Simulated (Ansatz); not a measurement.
Ansatz (a quantum-chemistry and plane-wave program) input (MP2/LANL2DZ): The .json file is the Basis Set Exchange's LANL2DZ.

Ansatz 0.2 input:
```yaml
crystal:
  periodic: [false, false, false]
  atoms:
    - {symbol: Rb, position_ang: [-0.00000000, -0.00000000, -0.95163916]}
    - {symbol: Cl, position_ang: [0.00000000, 0.00000000, 2.07121463]}
basis:
  gaussian:
    orbitals: LANL2DZ.json
total_charge: -1
magnetization: {spin_polarized: true, initial_magnetization: 1}
correlation: {method: mp2, electrons: outside_noble_gas}
```

From the last part of the output:

```
WARN ansatz: RAYON_NUM_THREADS=1 ignored (pool sized by the plan → 1); use --threads N
Functional definition: HF
integrals: 0.00 GiB planned
304 factors; integrals over basis functions are off by at most 2.1e-4 eV
mean field: 0.05 GiB planned
mean field evaluation 1: about -1043.8425 eV, gradient 4.8e0 eV
mean field evaluation 2: about -1044.0467 eV, gradient 4.2e0 eV
mean field evaluation 4: about -1044.3916 eV, gradient 7.3e-1 eV
mean field evaluation 8: about -1044.4171 eV, gradient 1.5e-2 eV
mean field evaluation 16: about -1044.4171 eV, gradient 2.1e-6 eV
mean field evaluation 32: about -1043.4666 eV, gradient 7.4e-6 eV
mean field evaluation 64: about -1043.4666 eV, gradient 4.3e-4 eV
mean field -1044.41707626 eV, -38.3816196212 hartree, gradient 2.1e-6 eV, S^2 0.750275; 7 other end points of the search recorded, 0 dependent functions left out
4 core orbitals not correlated, not the lowest: weight in the atoms' cores, before any rotation towards them, 0.961 or more for the frozen orbitals, at most 0.037 for the correlated occupied ones
reference -1044.41707626 eV, -38.3816196212 hartree; 5, 4 occupied and 11, 12 virtual orbitals, 304 factors
second order -0.83346718 eV of doubles, -0.00000000 eV of singles
Total energy: -1045.25054344 eV, -38.4122489752 hartree
```

The dipole moment of an ion depends on the origin.
